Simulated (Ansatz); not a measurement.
Program: Ansatz. Geometries: PBE0-D4/def2-TZVP. ΔE: electronic, gas phase. CCSD(T)/CBS is the MP2 limit (def2-TZVPP, def2-QZVPP) plus CCSD(T) − MP2 in def2-TZVPP, frozen cores. This one scheme is used for every species. DFT in def2-TZVPP. B3LYP here is the variant with VWN-RPA as its local correlation; programs differ in this. One conformer a species, not always the lowest.

Reaction (cleavage of the Si–Si bond): `O[SiH2][SiH]1CO1` + H₂S → `S[SiH]1CO1` + `O[SiH3]`

```json
{"level": "B2PLYP", "ΔE (kcal/mol)": "-16.7"}
{"level": "PBE", "ΔE (kcal/mol)": "-13.2"}
{"level": "B3LYP", "ΔE (kcal/mol)": "-15.9"}
{"level": "SCS-MP2/def2-TZVPP", "ΔE (kcal/mol)": "-17.9"}
```

(1) What does CCSD(T)/CBS give? (Best estimate.)

Largest T1 diagnostic among the species: 0.014.

Results:

(1) Ansatz gave: -16.2 kcal/mol. The listed levels differ from it by -0.5, 3.0, 0.3, -1.7 kcal/mol.

The D4 term adds +1.0 kcal/mol with B3LYP and +0.6 kcal/mol with PBE0; it sums over pairs of atoms, weighted by their polarisabilities, and B3LYP, whose exchange is more repulsive, gets the larger term. In def2-TZVPP, CCSD(T) changes the Hartree–Fock value by +4.0 kcal/mol (the triples alone add +0.4 kcal/mol) and MP2 by +1.8 kcal/mol. From PBE to PBE0 (25 % exact exchange), in def2-TZVPP and without D4, ΔE moves by −1.4 kcal/mol.
